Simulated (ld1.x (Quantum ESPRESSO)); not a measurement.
# Ga: variants of one TM potential

Base potential:

gallium, norm-conserving Troullier–Martins (Kleinman–Bylander form), made with ld1.x (Quantum ESPRESSO) 7.5 (PBE, scalar-relativistic). Core [Ar] 3d10, reference 4s2 4p1. Waves: 4s (bound): rc 1.40 bohr; 4p (bound): rc 1.65 bohr; 4d channel at -0.05 Ry: rc 1.80 bohr. Local part: all-electron potential smoothed inside 1.50 bohr (lloc = -1). Core correction: none.

All-electron outer shells of the reference configuration (PBE, scalar-relativistic, ld1.x):

| shell | level (eV) | outermost node (bohr) | outermost maximum (bohr) |
| --- | --- | --- | --- |
| 3p | -98.86 | 0.24 | 0.56 |
| 3d | -19.15 | – | 0.53 |
| 4s | -8.95 | 0.81 | 1.90 |
| 4p | -2.58 | 0.87 | 2.53 |

Cutoffs, loose and tight: the cutoffs (Ry, on a coarse ladder) from which the occupation-weighted sum of valence levels, in a spherical-Bessel basis at the reference potential, stays within 10 and 1 mRy of its value at 400 Ry. They do not see the model core or the augmentation charge, which bear on the density cutoff. Test errors are all-electron minus pseudo excitation energies from the reference, over the configurations 4s2 4p0; 4s1 4p0; 4s2 4p0.5; 4s0 4p3; 4s2 4p1.3; 4s1 4p1; 4s1 4p2. A dash means not determined; rows that change the core or the reference have their own tests.

A true bound ghost makes a file unfit for plane-wave use even where its test errors are small: the radial tests pick states by their node count and pass the ghost by.

```tsv
change	outcome	cutoff, loose	cutoff, tight	bound ghosts	largest test error (meV)
base	generated	35 Ry	80 Ry	d	+99
core [Ar], valence charge 13; reference 3d10 4s2 4p1; waves now 4s (bound): rc 1.50 bohr; 4p (bound): rc 2.65 bohr; 3d (bound): rc 0.85 bohr; 4f channel at 0.1 Ry: rc 2.85 bohr; local potential all-electron potential smoothed inside 2.35 bohr (lloc = -2)	generated	300 Ry	over 300 Ry	none	-657
wave 4s (bound): rc 1.40 bohr becomes 4s (bound): rc 1.96 bohr	generated	15 Ry	40 Ry	d	+98
wave 4d channel at -0.05 Ry: rc 1.80 bohr becomes 4d channel at 0.2 Ry: rc 1.80 bohr	generated	35 Ry	80 Ry	d	+99
wave 4d channel at -0.05 Ry: rc 1.80 bohr becomes 4d channel at -0.05 Ry: rc 2.44 bohr	generated	35 Ry	80 Ry	none	+99
reference 4s2 4p0	generated	35 Ry	80 Ry	d	+184
local potential all-electron potential smoothed inside 2.14 bohr (lloc = -1)	generated	35 Ry	80 Ry	d	+98
wave 4p (bound): rc 1.65 bohr becomes 4p (bound): rc 2.16 bohr	generated	35 Ry	80 Ry	d	+97
local potential all-electron potential smoothed inside 1.25 bohr (lloc = -1)	generated	35 Ry	80 Ry	d, s	+101
core correction a·sin(br)/r model core inside 0.76 bohr	generated	35 Ry	80 Ry	d	-161
all radii scaled by about 1.39 (s 1.94, p 2.30, d 2.50 bohr); local potential all-electron potential smoothed inside 2.08 bohr (lloc = -1)	generated	15 Ry	35 Ry	none	+83
all radii scaled by about 0.72 (s 1.00, p 1.18, d 1.30 bohr); local potential all-electron potential smoothed inside 1.08 bohr (lloc = -1)	generated	over 300 Ry	over 300 Ry	s, p	+314
```
